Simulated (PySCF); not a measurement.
Isomers of C4H11GeN, one conformer each. Method used: core-valence-separated Tamm–Dancoff BHandHLYP/aug-pcX-1 (pcseg-1 on H, def2-SVPD on Ge) in PySCF, non-relativistic, gas phase, PBE0-D3(BJ)/def2-SVP geometry. The energies are unshifted.

P. `NCC1[CH2][GeH2][CH2]1`
Q. `C1(CCC1)[NH][GeH3]`

Main lines, eV (oscillator strength):
1. C K: 284.8 (0.053), 285.5 (0.022), 285.5 (0.020), 285.9 (0.050), 285.9 (0.018); N K: 399.1 (0.012), 400.1 (0.031), 401.0 (0.009), 401.0 (0.004), 401.6 (0.004)
2. C K: 285.5 (0.013), 285.6 (0.010), 285.6 (0.013), 285.9 (0.007), 285.9 (0.051); N K: 399.0 (0.016), 399.7 (0.035), 400.8 (0.014)
Listed: the first five lines at most of each edge with a tenth or more of its strongest line's intensity; roots within 0.03 eV on the same or equivalent atoms are summed. Only the lowest roots were sought, and the top ones are left out.

**Question.** Which spectrum belongs to which isomer?

**Answer.** 1 = P, 2 = Q.
- P: first C line listed at 284.8 eV, hole on the sp3 carbon bound to germanium; first N line listed at 399.1 eV, hole on the primary amine nitrogen.
- Q: first C line listed at 285.5 eV, hole on the four-membered-ring carbon; first N line listed at 399.0 eV, hole on the nitrogen bonded to C, Ge and H.

**Question.** What are the ground-state energies of the isomers at BHandHLYP/aug-pcX-1 (pcseg-1 on H, def2-SVPD on Ge), relative to the lowest?

**Answer.** P 0.0, Q 5.8 kJ/mol (electronic energies on these geometries, no dispersion or zero-point terms).
